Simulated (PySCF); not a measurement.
Ga(H)(Me)2 (C2H7Ga), SMILES [CH3][GaH][CH3]. Atoms are numbered in the order given.

```xyz
10

Ga    -0.0002    -0.3280     0.0000
H      0.0016    -1.9094     0.0000
C      0.0000     0.6147     1.7302
H      0.8889     0.3287     2.3166
H     -0.0099     1.7092     1.6233
H     -0.8768     0.3130     2.3269
C      0.0000     0.6147    -1.7302
H      0.8889     0.3287    -2.3166
H     -0.8768     0.3130    -2.3269
H     -0.0099     1.7092    -1.6233
```
Charge 0, spin multiplicity 1.

The structure is a stationary point at PBE0-D3(BJ)/def2-SVP. The structure was generated by enumeration; whether it is a known compound was not checked.

Method: B3LYP/def2-TZVPD in PySCF.

Computed frontier levels, gap, dipole moment and polarisability:
```
Quantity                                                                                                        Value
---------------------------------------------------------------------------------------------  ----------------------
highest occupied level                                                                                       -7.46 eV
lowest empty level                                                                                           -1.24 eV
orbital gap                                                                                                   6.21 eV
dipole moment                                                                                                  0.58 D
quadrupole, principal values (traceless, Buckingham form, about the centre of nuclear charge)  -3.48, -1.92, 5.40 D·Å
mean static polarisability                                                                       58.1 bohr³ (8.61 Å³)
polarisability, principal values                                                               45.6, 58.8, 69.9 bohr³
```
